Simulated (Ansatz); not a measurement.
Relaxation of C$_{4}$H$_{13}$NOSi (20 atoms, charge 0, multiplicity 1), to a largest force component of 0.03 eV/Å in at most 50 steps.

All numbers below come from RKS BLYP-D4/6-31G* (Ansatz 0.2.0).

```xyz
20
Properties=species:S:1:pos:R:3
Si -1.078 -0.359 0.900
H 1.505 -0.074 1.509
N 1.886 -0.050 0.540
C 2.744 -1.219 0.305
H 2.195 -2.133 0.580
H 2.994 -1.278 -0.768
H 3.700 -1.193 0.875
C 2.537 1.243 0.285
H 2.791 1.318 -0.786
H 1.835 2.056 0.529
H 3.475 1.392 0.866
O -1.556 1.132 0.252
C -1.874 1.481 -1.104
H -2.935 1.260 -1.319
H -1.712 2.564 -1.230
H -1.249 0.937 -1.833
C -1.181 -1.563 -0.625
H -0.905 -2.586 -0.314
H -2.201 -1.602 -1.054
H -0.491 -1.259 -1.434
```

Q: Where does it end, and by what steps?

A: The run converged. After 15 steps the energy has fallen by 0.514 eV; H9 moved furthest, 1.34 Å.

```json
{"step": "0", "energy less start (eV)": "0.0000", "largest force component (eV/Å)": "0.689", "accepted": "yes"}
{"step": "1", "energy less start (eV)": "-0.1118", "largest force component (eV/Å)": "0.611", "accepted": "yes"}
{"step": "2", "energy less start (eV)": "-0.2102", "largest force component (eV/Å)": "0.633", "accepted": "yes"}
{"step": "3", "energy less start (eV)": "-0.3161", "largest force component (eV/Å)": "0.460", "accepted": "yes"}
{"step": "4", "energy less start (eV)": "-0.3970", "largest force component (eV/Å)": "0.227", "accepted": "yes"}
{"step": "5", "energy less start (eV)": "-0.4429", "largest force component (eV/Å)": "0.189", "accepted": "yes"}
{"step": "6", "energy less start (eV)": "-0.4640", "largest force component (eV/Å)": "0.239", "accepted": "yes"}
{"step": "7", "energy less start (eV)": "-0.4763", "largest force component (eV/Å)": "0.278", "accepted": "yes"}
{"step": "8", "energy less start (eV)": "-0.4813", "largest force component (eV/Å)": "0.286", "accepted": "yes"}
{"step": "9", "energy less start (eV)": "-0.4909", "largest force component (eV/Å)": "0.257", "accepted": "yes"}
{"step": "10", "energy less start (eV)": "-0.5001", "largest force component (eV/Å)": "0.141", "accepted": "yes"}
{"step": "11", "energy less start (eV)": "-0.5045", "largest force component (eV/Å)": "0.267", "accepted": "yes"}
{"step": "12", "energy less start (eV)": "-0.5086", "largest force component (eV/Å)": "0.156", "accepted": "yes"}
{"step": "13", "energy less start (eV)": "-0.5128", "largest force component (eV/Å)": "0.068", "accepted": "yes"}
{"step": "14", "energy less start (eV)": "-0.5138", "largest force component (eV/Å)": "0.034", "accepted": "yes"}
{"step": "15", "energy less start (eV)": "-0.5142", "largest force component (eV/Å)": "0.020", "accepted": "yes"}
```

```xyz
20
Properties=species:S:1:pos:R:3
Si -0.622 -0.520 0.898
H 1.682 0.278 1.730
N 1.535 -0.079 0.776
C 2.331 -1.326 0.619
H 1.956 -2.073 1.337
H 2.185 -1.710 -0.400
H 3.408 -1.153 0.791
C 1.920 0.991 -0.184
H 1.714 0.636 -1.204
H 1.300 1.872 0.023
H 2.992 1.251 -0.103
O -1.109 1.099 0.524
C -1.470 1.616 -0.760
H -2.286 1.032 -1.226
H -1.822 2.655 -0.629
H -0.619 1.629 -1.470
C -0.628 -1.381 -0.868
H -0.201 -2.398 -0.802
H -1.678 -1.508 -1.192
H -0.108 -0.845 -1.685
```

Whether the end is a true minimum wasn't checked by a vibrational analysis.

Run time: 38 s on 4 threads of Arm Neoverse V2 (shared host), peak memory 0.22 GiB.
